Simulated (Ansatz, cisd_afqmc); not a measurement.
System: SnHCl, charge 0, singlet. SnHCl (SMILES [Cl][SnH]).
B3LYP-D3(BJ)/def2-TZVP minimum from Ansatz (a first-principles code):
```
Sn
H 1 1.7866
Cl 1 2.3960 2 93.43
```
Charge 0, spin multiplicity 1.

Atomisation energy term by term, kcal/mol (programs: Ansatz, cisd_afqmc). Open shells are spin-unrestricted; no spin-orbit coupling. Correlated methods leave the cores frozen (noble-gas shells, and filled d and f shells in the p block). Past Kr the def2 sets carry scalar-relativistic core potentials. AFQMC is phaseless with a CISD trial state; ± is one standard error, without the phaseless bias. Outlying blocks are dropped, and bars are widened where a walk drifts. Over all cases where full CI ran beside it in this data, AFQMC minus full CI had a median of +0.1 mEh and passed +0.4 mEh in a tenth of the cases. CBS(X,Y): correlation extrapolated as X^-3, Hartree-Fock from the larger set. A bracket is a step between two methods taken in the basis named. Where a partner has so few electrons that a lower coupled-cluster level is exact, that level stands in. Spin-orbit terms, left out, reach several kcal/mol for Br and I, and more for heavier atoms.

| term | basis | kcal/mol |
|---|---|---|
| Hartree-Fock | def2-QZVPP | 106.09 |
| CCSD correlation | CBS(def2-TZVPP,def2-QZVPP) | 46.85 |
| (T) | CBS(def2-TZVPP,def2-QZVPP) | 3.67 |
| CCSDT(Q) - CCSD(T) | def2-QZVPP | 0.11 |
| CCSDTQ - CCSDT(Q) | def2-SVP | -0.03 |
| sum: De |  | 156.7 |

The step beyond CCSD(T) by other levels: CCSDTQ in def2-SVP 0.37; AFQMC/CISD in def2-SVP 0.48 ± 0.14; CCSDT(Q) in def2-SVP 0.39; CCSDT(Q) in def2-TZVPP 0.14 kcal/mol.
